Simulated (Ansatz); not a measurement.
Energy profile

The step: MgHCl ([MgH][Cl]) + NH₃ → MgNH₂Cl ([NH2][Mg][Cl]) + H₂; bonds formed: H2–H4; dative contacts that become bonds: Mg1–N5; bonds broken: Mg1–H2, H4–N5 (atoms numbered as in the saddle structure below).

```tsv
atom	x (Å)	y (Å)	z (Å)
Mg1	-0.7869	-0.2191	-0.6412
H2	0.6988	-1.4434	-0.4233
Cl3	-2.6031	-0.3026	-1.8616
H4	0.8534	-0.6667	0.1472
N5	0.4544	0.6141	0.6649
H6	0.2979	0.6406	1.6660
H7	1.0853	1.3772	0.4480
```

Electronic energies by CCSD(T) at an estimated basis limit (MP2 extrapolated from triple and quadruple zeta, plus CCSD(T) − MP2 in triple zeta), on PBE0-D4/def2-TZVP structures; MgNH$_{4}$Cl, closed shell; no counterpoise correction. Computed with Ansatz 0.2.0 (basis: def2-TZVPP and def2-QZVPP); correlated methods freeze the cores. The outer core shell of Li, Na, Mg and K is correlated. The def2 sets are not built for correlating such inner shells, so the correlated values are less sure here. Extrapolation: Hartree–Fock as exp(−7.88 √X), correlation as X^−2.97.

Problem. Give the profile in kJ/mol, counted from the separated reactants. (To be estimated.)

Solution. The calculation gives:
```csv
point,kJ/mol
"separated: MgHCl (linked as [MgH][Cl]; Mg1, H2, Cl3; singlet) + NH$_{3}$ (H4, N5, H6, H7; singlet)",0.0
start structure,-102.0
saddle,12.4
end structure,-52.0
"separated: MgNH$_{2}$Cl (linked as [NH2][Mg][Cl]; Mg1, Cl3, N5, H6, H7; singlet) + H$_{2}$ (H2, H4; singlet)",-37.7
```

T1 diagnostic: at most 0.009. The start structure is not quite a true minimum (one mode of 49i cm⁻¹).

For scale, one of the runs: CCSD(T)/def2-TZVPP, 161 basis functions (an equivalent command: `ansatz run in.yaml --threads 2`). The run took 17 s on 2 CPU threads (shared host), with 1.4 GiB of host memory at its peak.
